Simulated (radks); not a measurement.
The numbers below are computed, except where a source is named.
All-electron atom: Rh0.25+ in [Kr] 4d7.75 5s1 (fractional occupations, a model configuration).

Level of theory: scalar-relativistic Kohn-Sham, PBE, spin-unpolarised, spherical densities, point nucleus (a radial shooting solver on a logarithmic mesh with Libxc functionals).

Energy parts (hartree):
| part | energy |
|---|---|
| total | -4784.05006 |
| kinetic | 4954.68495 |
| electron-nucleus | -11543.43848 |
| Hartree | 1943.11527 |
| exchange-correlation | -138.41179 |

Orbitals (lengths in bohr, moments of r in powers of bohr; <r^-3> diverges for s and p1/2; r(max) is where P^2 peaks):
| orbital | occ. | eigenvalue (hartree) | <r^-3> | <r^2> | <r^4> | r(max) |
|---|---|---|---|---|---|---|
| 1s | 2 | -846.7633 | - | 0.001438 | 5.366e-06 | 0.02117 |
| 2s | 2 | -122.8452 | - | 0.02374 | 0.0009692 | 0.1198 |
| 2p | 6 | -110.1021 | 3245 | 0.01869 | 0.0006944 | 0.09576 |
| 3s | 2 | -22.03369 | - | 0.1746 | 0.04692 | 0.3514 |
| 3p | 6 | -17.84436 | 564.7 | 0.1772 | 0.05075 | 0.3447 |
| 3d | 10 | -11.14687 | 76.51 | 0.1640 | 0.05095 | 0.2914 |
| 4s | 2 | -3.13011 | - | 1.088 | 1.791 | 0.8813 |
| 4p | 6 | -1.95040 | 88.74 | 1.340 | 2.862 | 0.9441 |
| 4d | 7.75 | -0.30898 | 6.404 | 3.013 | 20.29 | 1.143 |
| 5s | 1 | -0.22421 | - | 11.54 | 223.4 | 2.589 |

The highest occupied level is 5s at -6.101 eV. The density falls to 0.001 e/bohr^3 at r = 4.32 bohr. Summed over all electrons, <r^2> = 48.32 bohr^2, which gives a Langevin (diamagnetic) susceptibility term of -38.3 x 10^-6 cm^3/mol.
